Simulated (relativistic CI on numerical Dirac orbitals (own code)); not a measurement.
Ligand-field terms of d7

Computed with a parametric ligand-field model of a d^n configuration (Racah B and C, spin-orbit zeta, crystal field), exact diagonalisation.

Field parameters in Wybourne normalisation: D3d B²₀ = −7Dσ, B⁴₀ = −14Dq − 21Dτ, B⁴₃ = −14√(10/7) Dq; Oh B⁴₀ = 21Dq, B⁴₄ = √(5/14) B⁴₀; Td as Oh with Dq negative (B⁴₀ = 21Dq, B⁴₄ = √(5/14) B⁴₀). The field is a parameter set, without covalency.

Task: Ground term and bands for B = 980, C = 4640, ζ = 0 cm⁻¹, D3d, 10Dq = 15950, Dσ = -1200, Dτ = -290 cm⁻¹?

Result: Ground term 4A2 with 2.03 electrons in the two orbitals of the cubic e set. Spin-allowed: 4E 4512 cm⁻¹ (2216 nm), 4A1 14482 cm⁻¹ (691 nm), 4E 16670 cm⁻¹ (600 nm), 4A2 26561 cm⁻¹ (376 nm). Lowest spin-forbidden: 2E 9544 cm⁻¹ (1048 nm), 2A2 19308 cm⁻¹ (518 nm), 2E 20845 cm⁻¹ (480 nm).

Task: A d7 ion in Oh symmetry has the ground term 2E and bands at 4T1 18600 cm⁻¹ (538 nm), 2T1 29691 cm⁻¹ (337 nm), 2T2 30378 cm⁻¹ (329 nm), 2T1 34209 cm⁻¹ (292 nm), 2T2 45093 cm⁻¹ (222 nm), 4T2 48937 cm⁻¹ (204 nm), 4T1 56874 cm⁻¹ (176 nm). Which parameters reproduce them?

Result: B = 630, C = 2750, ζ = 0 cm⁻¹, Oh, 10Dq = 31850 cm⁻¹.

Task: A d7 ion in Oh symmetry has the ground term 4T1 and bands at 2E 6950 cm⁻¹ (1439 nm), 4T2 8802 cm⁻¹ (1136 nm), 2T1 14955 cm⁻¹ (669 nm), 2T2 15503 cm⁻¹ (645 nm), 4T1 18655 cm⁻¹ (536 nm), 4A2 18702 cm⁻¹ (535 nm). Which parameters reproduce them?

Result: B = 730, C = 3730, ζ = 0 cm⁻¹, Oh, 10Dq = 9900 cm⁻¹.

Task: A d7 ion in Oh symmetry has the ground term 4T1 and bands at 4T2 3559 cm⁻¹ (2810 nm), 2E 5213 cm⁻¹ (1918 nm), 4A2 7659 cm⁻¹ (1306 nm), 2T1 8413 cm⁻¹ (1189 nm), 2T2 8576 cm⁻¹ (1166 nm), 4T1 9918 cm⁻¹ (1008 nm). Which parameters reproduce them?

Result: B = 460, C = 1990, ζ = 0 cm⁻¹, Oh, 10Dq = 4100 cm⁻¹.

Task: Ground term and bands for B = 760, C = 3540, ζ = 0 cm⁻¹, Td, 10Dq = -9650 cm⁻¹?

Result: Ground term 4A2 with 4.00 electrons in the two orbitals of the cubic e set. Spin-allowed: 4T2 9650 cm⁻¹ (1036 nm), 4T1 15403 cm⁻¹ (649 nm), 4T1 24947 cm⁻¹ (401 nm). Lowest spin-forbidden: 2E 15850 cm⁻¹ (631 nm), 2T1 16547 cm⁻¹ (604 nm), 2T2 22017 cm⁻¹ (454 nm). With an A2 ground term the first spin-allowed band lies at |10Dq| itself.
